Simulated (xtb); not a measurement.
Si(Br)(Me)(vinyl)(NH2) (C₃H₈BrNSi), SMILES Br[Si](C)(C=C)N. All values are semi-empirical tight-binding results from xtb (GFN2-xTB unless named), good for trends rather than for accurate numbers. The structure is a stationary point at GFN2-xTB. The values are those of a single conformer.

* **orbital gap**: 4.17 eV
* **zero-point energy**: 65.9 kcal/mol
* **G − E(el) at 298.15 K (modified RRHO)**: 43.4 kcal/mol
* **static polarisability (D4 model)**: 94.4 bohr³
* **solvation energy, GFN2-xTB/ALPB(water)**: -4.2 kcal/mol
* **solvation energy, GFN2-xTB/ALPB(thf)**: -8.4 kcal/mol
